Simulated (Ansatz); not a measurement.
Molecule: GeH$_{2}$ (charge 0, singlet). 
Geometry from a B3LYP-D3(BJ)/def2-TZVP (Ansatz, an electronic-structure program) optimisation:
```
Ge
H 1 1.5993
H 1 1.5993 2 90.65
```

Basis-set convergence of Hartree-Fock and CCSD(T) correlation energies (hartree) with Ansatz. Valence correlation only, unless marked. Spin-orbit coupling is left out. The frozen core is the preceding noble-gas configuration, with the filled d and f shells of earlier blocks. Non-relativistic.

The Hartree-Fock reference is unstable (checked in the largest basis), which strains HF and MP2. 

```json
[
 {"basis": "def2-SVPD", "functions": "54", "E(HF)": "-2076.21228", "E(corr, CCSD(T))": "-0.11718"},
 {"basis": "def2-TZVPPD", "functions": "88", "E(HF)": "-2076.47674", "E(corr, CCSD(T))": "-0.13241"},
 {"basis": "def2-QZVPPD", "functions": "161", "E(HF)": "-2076.51865", "E(corr, CCSD(T))": "-0.13731"}
]
```

Extrapolating the two largest sets (X = 3 and 4) as X^-3: E(corr) = (64·(-0.13731) - 27·(-0.13241))/37 = -0.1409 Eh, an estimate of the basis-set limit. The largest set recovers 97.5 % of it, the smallest 83.2 %.
